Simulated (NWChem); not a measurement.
Total energies of H2INSi

```
N
H 1 1.0261
H 1 1.0262 2 112.27
Si 1 1.7319 2 127.52 3 180.00
I 4 2.5415 1 98.49 2 0.00
```
Charge 0, spin multiplicity 1.

Program: NWChem. The geometry was optimised at PBE/def2-SVP with def2 effective core potentials on I, a minimum by its harmonic frequencies. It is one conformer; others weren't searched.

Basis set: def2-SVP (68 functions).

| method | total energy (Ha) | relative cost |
|---|---|---|
| RHF | -641.10823 | 1 |
| MP2 | -641.47823 | under 3 |
| B2PLYP | -642.59310 | 4 |
| PBE | -642.83273 | under 3 |
| B3LYP | -643.17202 | under 3 |
| LDA (SVWN5) | -641.04521 | under 3 |
| CCSD(T) | -641.51852 | 50 |

Total energies of different functionals aren't comparable as a measure of quality: only differences taken within one method are. The cost column gives rough processor time relative to RHF; each entry includes its own SCF.

Effective core potentials replace the inner electrons of I; spin-orbit coupling is left out. The correlated methods keep 10 core orbitals frozen. B3LYP has NWChem's definition, with VWN1-RPA local correlation. The structure started from a generated list of species. Coupled-cluster values serve here as a point of comparison, not as the truth.
